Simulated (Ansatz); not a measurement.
Te₂Pd, 3 atoms. Hardware: 4 threads of Arm Neoverse V1 on a shared host.

In the def2 sets Pd, Te take a core potential; there is no spin–orbit coupling. Correlated methods freeze 8 core orbitals; core or outer-core shells of Pd, Te are correlated, in sets that lack core-valence functions.

Question: How many basis functions does each of these Ansatz runs have, and roughly what does it cost? PBE0-D4/def2-TZVP, charge 0 triplet, energy, from earlier orbitals; r2SCANh-D4/def2-TZVP, charge 0 quintet, energy, from earlier orbitals; MP2/def2-TZVP, charge 0 triplet, energy, from earlier orbitals; PBE-D4/def2-TZVP, charge 0 unrestricted singlet, energy, from earlier orbitals; r2SCANh-D4/def2-TZVP, charge 0 triplet, energy, from earlier orbitals; PBE with 5 % exact exchange/def2-TZVP, charge 0 quintet, energy, from earlier orbitals; PBE0-D4/def2-SVP, charge 0 singlet, energy, from earlier orbitals; PBE with 10 % exact exchange/def2-TZVP, charge 0 quintet, energy, from earlier orbitals; r2SCAN-D4/def2-TZVP, charge 0 triplet, energy, from earlier orbitals; r2SCAN-D4/def2-TZVP, charge 0 unrestricted singlet, energy, from earlier orbitals; B97M-V/def2-TZVP, charge 0 singlet, energy, from earlier orbitals; B2PLYP/def2-TZVP, charge 0 quintet, energy, from earlier orbitals.

Answer: Other jobs shared the machine, so times can vary by a factor of up to 3. A dash marks memory too small to be measured apart from the calling script's.

```
                                                                                    run  functions  fitting or Cholesky vectors  wall time  peak host memory (GiB)
                      PBE0-D4/def2-SVP, charge 0 singlet, energy, from earlier orbitals         83                          998      1.6 s                       –
                     PBE0-D4/def2-TZVP, charge 0 triplet, energy, from earlier orbitals        140                         1281      3.9 s                       –
PBE with 10 % exact exchange/def2-TZVP, charge 0 quintet, energy, from earlier orbitals        140                         1137        4 s                       –
 PBE with 5 % exact exchange/def2-TZVP, charge 0 quintet, energy, from earlier orbitals        140                         1131      4.4 s                       –
                   r2SCAN-D4/def2-TZVP, charge 0 triplet, energy, from earlier orbitals        140                         1131        6 s                       –
                         MP2/def2-TZVP, charge 0 triplet, energy, from earlier orbitals        140                         1350      7.5 s                       –
                  r2SCANh-D4/def2-TZVP, charge 0 triplet, energy, from earlier orbitals        140                         1137      7.5 s                    0.55
                  r2SCANh-D4/def2-TZVP, charge 0 quintet, energy, from earlier orbitals        140                         1137      7.5 s                    0.55
                      B97M-V/def2-TZVP, charge 0 singlet, energy, from earlier orbitals        140                         1131      8.5 s                       –
                      B2PLYP/def2-TZVP, charge 0 quintet, energy, from earlier orbitals        140                         1350       10 s                    0.55
         PBE-D4/def2-TZVP, charge 0 unrestricted singlet, energy, from earlier orbitals        140                         1131       22 s                       –
      r2SCAN-D4/def2-TZVP, charge 0 unrestricted singlet, energy, from earlier orbitals        140                         1131       62 s                       –
```
